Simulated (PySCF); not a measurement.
**Static response to an electric field**

C4H12OSi2.
Atom-mapped SMILES: `[CH3:1][CH2:2][O:3][SiH:4]1[CH2:5][SiH2:6][CH2:7]1` (hydrogens: H8, H9, H10 on C1; H11, H12 on C2; H13 on Si4; H14, H15 on C5; H16, H17 on Si6; H18, H19 on C7)

Geometry (GFN2-xTB, Å), atoms numbered from 1 in this order:
```xyz
19
C4H12OSi2 angstrom
C      3.120    0.696   -0.604
C      2.057   -0.384   -0.484
O      0.939    0.135    0.179
Si    -0.430   -0.634    0.581
C     -1.673   -0.955   -0.843
Si    -2.829    0.432   -0.194
C     -1.617    0.691    1.264
H      3.405    1.044    0.385
H      2.727    1.539   -1.166
H      3.998    0.304   -1.111
H      1.760   -0.738   -1.479
H      2.446   -1.242    0.077
H     -0.148   -1.816    1.405
H     -2.124   -1.943   -0.845
H     -1.288   -0.787   -1.846
H     -2.958    1.578   -1.098
H     -4.159   -0.037    0.204
H     -2.034    0.437    2.234
H     -1.203    1.690    1.350
```

Level: wB97X-D/def2-SVPD (PySCF), static field, nuclei fixed, core orbitals frozen in the response. The polarisability tensor in these axes (au):

```
x   119.59  -5.46   1.28
y    -5.46  92.86   0.35
z     1.28   0.35  91.54
```

What are the eigenvalues, a third of the trace, and Δα (Δα² = ½Σ(αi − αj)² over the three pairs)?

Principal values 91.03, 92.24 and 120.71 au; mean 101.33 au = 15.02 Å³ = 16.71 × 10⁻⁴⁰ C²·m²/J; Δα = 29.09 au (29 % of the mean).

What is the dipole moment, and where does it point?

(0.89, -0.72, -0.45) D, 1.23 D in size, pointing from the negative to the positive side. Measured along this direction, the outermost atoms are H17 at the negative end and H10 at the positive end.

What depolarisation ratio follows for Rayleigh scattering of linearly polarised light, taking the static tensor?

ρ = 3Δα²/(45ᾱ² + 4Δα²) = 2539.2/(462025 + 3385.6) = 0.00546.

Orientational against electronic polarisability at 500 K (dilute gas, rigid molecules)?

In Gaussian units μ²/3kT = 7.27 Å³ against 15.02 Å³, a ratio of 0.48; the Debye molar polarisation (4π/3)N_A(α + μ²/3kT) is 56.2 cm³/mol, leaving out the vibrational part.

What would n − 1 = 2πNα be for an ideal gas of these molecules at 350 K and 1 atm, electronic part alone?

N = p/kT = 2.0968 × 10¹⁹ cm⁻³, so n − 1 = 2π × N × 15.02 × 10⁻²⁴ cm³ = 1978 × 10⁻⁶ at long wavelengths.

Molar refractivity from α?

Lorentz–Lorenz: R = (4π/3)N_A α = 2.5225 cm³/(mol·Å³) × 15.02 Å³ = 37.9 cm³/mol, in the limit of long wavelengths.

Traceless (Buckingham) quadrupole moment about the centre of nuclear charge: eigenvalues?

-2.23, -1.59, 3.81 D·Å. The values depend on the origin, since the dipole doesn't vanish. The electronic extent ⟨r²⟩ about the same centre is 1530 bohr², a root-mean-square distance of 2.44 Å for the 72 electrons.

The structure is a single GFN2-xTB conformer in the gas phase; no vibrational or solvent corrections.
